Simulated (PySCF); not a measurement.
Work out the structure from these simulated measurements.

Formula: C5H9ClO.

| Quantity | Value |
| --- | --- |
| XPS | Cl2p3/2 205.9, C1s 290.9 (×3), C1s 291.7, C1s 294.7, O1s 538.6, Cl1s 2828.5 eV [ΔSCF SCAN, pcX-2 on the ionised atom, pcseg-1 elsewhere, spin-free X2C, 2p3/2 from a spin–orbit splitting computed afterwards within the 2p shell] |
| 13C NMR | chemical shifts (computed TMS as zero) by class: 189.6 (1 C), 49.6 (1 C), 28.8 (3 C) ppm [GIAO PBE0/pcSseg-1] |
| NMR, other nuclei | isotropic shieldings of nuclei other than C and H, by class: -251 (1 O), 533 (1 Cl) ppm [GIAO PBE0/pcSseg-1] |
| Valence photoelectron | vertical ionisation energy: 10.63 eV [ΔSCF CAM-B3LYP/def2-SVPD] |
| Polarisability | 77.7 au [CAM-B3LYP/def2-SVPD] |
| Rotational structure | rotational constants A, B, C: 2.987, 1.723, 1.439 GHz [PBE0-D3(BJ)/def2-SVP] |

Gas-phase values; electronic properties from PySCF, density fitting. Levels stand in brackets. Geometry: PBE0-D3(BJ)/def2-SVP; no solvent, vibrations or thermal averaging. Each NMR value is the plain mean over a class of atoms that symmetry, rotation or inversion makes alike.

Question: Propose a structure and show how it fits.

Answer: Numbering: `[CH3:1][C:2]([CH3:3])([CH3:4])[C:5](=[O:6])[Cl:7]`. Its formula, C5H9ClO, gives 1 degree of unsaturation: 0 rings and 1 π bond in the structure found. 5 carbons fall into 3 classes; from least to most shielded: acyl halide carbon [C5] (189.6 ppm), sp3 carbon next to a carbonyl [C2] (49.6 ppm), methyl carbon [C1/C3/C4] (28.8 ppm, 3 C). The other shieldings belong to: -251 ppm, carbonyl oxygen [O6]; 533 ppm, chlorine bonded to C [Cl7]. The core levels belong to: Cl2p3/2 205.9 eV, chlorine bonded to C [Cl7]; C1s 290.9 eV, methyl carbon [C1/C3/C4]; C1s 291.7 eV, sp3 carbon next to a carbonyl [C2]; C1s 294.7 eV, acyl halide carbon [C5]; O1s 538.6 eV, carbonyl oxygen [O6]; Cl1s 2828.5 eV, chlorine bonded to C [Cl7]. One atom of each topological class was ionised and stands for its class. The first electron is taken from the HOMO, whose largest Löwdin shares are 0.48 on the carbonyl oxygen, 0.26 on the chlorine bonded to C, 0.09 on the acyl halide carbon and 0.08 on the sp3 carbon next to a carbonyl. By its constants the optimised geometry is an asymmetric top. Structure: pivaloyl chloride, `CC(C)(C)C(=O)Cl`. Computed isomers that give other values at the same levels: `ClCCOC1CC1` (core binding energies: Cl2p3/2 206.0, C1s 290.8 (×2), C1s 292.2, C1s 292.3, C1s 292.4, O1s 538.7, Cl1s 2828.6 eV); `CCCCC(=O)Cl` (static isotropic polarisability: 79.8 au); `ClC[C@@H]1CCCO1` (rotational constant A: 5.627 GHz; this holds for the one conformer computed). The assignments are read from this structure; whether some other isomer fits the data as well wasn't checked.

Shape of the structure used: `[CH3:1][C:2]([CH3:3])([CH3:4])[C:5](=[O:6])[Cl:7]`: C1–C2–C5–O6 2°.
